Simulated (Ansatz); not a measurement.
Species: LuF$_{2}$, net charge 1, singlet state. 
Coordinates optimised at B3LYP-D3(BJ)/def2-TZVP (Ansatz, an electronic-structure program):
```xyz
3

Lu     0.1819     0.1130     0.0419
F     -1.1185     0.5972    -1.2376
F     -0.3166    -1.4887     0.9072
```
Charge +1, spin multiplicity 1.

Basis-set convergence of Hartree-Fock and CCSD(T) correlation energies (hartree) with Ansatz. Cores are frozen in the correlated levels unless marked. No spin-orbit coupling. The frozen core is the preceding noble-gas configuration, with the filled d and f shells of earlier blocks. Past Kr the def2 sets carry scalar-relativistic core potentials.

| basis | functions | E(HF) | E(corr, CCSD(T)) |
|---|---|---|---|
| def2-SVP | 109 | -1431.05537 | -0.43458 |
| def2-TZVPP | 167 | … | … |

Question: Fill in the missing entries.

Answer: 
- def2-TZVPP, E(HF): -1431.34099
- def2-TZVPP, E(corr, CCSD(T)): -0.56859
